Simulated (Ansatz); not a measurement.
C2H7B2F, SMILES `BC(B)CF`, relaxed with RKS PBE-D4/def2-SVP in Ansatz 0.2.0 from a rough embedded geometry. The force threshold is 0.03 eV/Å; the program also tests the step.

Total charge 0; spin multiplicity 1.

Start:

```xyz
12

B     1.372    0.691   -0.258
C     0.123   -0.291   -0.294
B     0.095   -1.131    1.044
C    -1.171    0.521   -0.397
F    -2.272   -0.331   -0.548
H     1.317    1.813   -0.415
H     2.490    0.184   -0.193
H     0.222   -1.019   -1.092
H     0.218   -2.268    1.069
H    -0.004   -0.536    2.114
H    -1.292    1.248    0.365
H    -1.099    1.119   -1.394
```

```tsv
step	energy (eV)	largest force (eV/Å)	largest move (Å)
1	-6242.8500	4.013	0.000
2	-6243.1886	1.077	0.194
3	-6243.2830	0.373	0.106
4	-6243.3280	0.222	0.200
5	-6243.3583	0.241	0.200
6	-6243.3707	0.353	0.125
7	-6243.3926	0.153	0.200
8 (rejected)	-6243.3107	0.665	0.155
9	-6243.3954	0.202	0.058
10 (rejected)	-6243.3953	0.192	0.005
11	-6243.3962	0.165	0.002
12	-6243.3975	0.023	0.023
```

End:

```xyz
12

B     1.418    0.545   -0.291
C     0.054   -0.207   -0.236
B     0.111   -1.097    1.048
C    -1.209    0.606   -0.458
F    -2.337   -0.205   -0.366
H     1.454    1.762   -0.365
H     2.465   -0.072   -0.261
H     0.244   -0.962   -1.049
H     0.923   -1.999    1.132
H    -0.619   -0.867    1.994
H    -1.287    1.404    0.313
H    -1.217    1.090   -1.461
```

It took 18 s on 4 threads of a server CPU on a shared host, with 0.14 GiB of host memory at the peak.
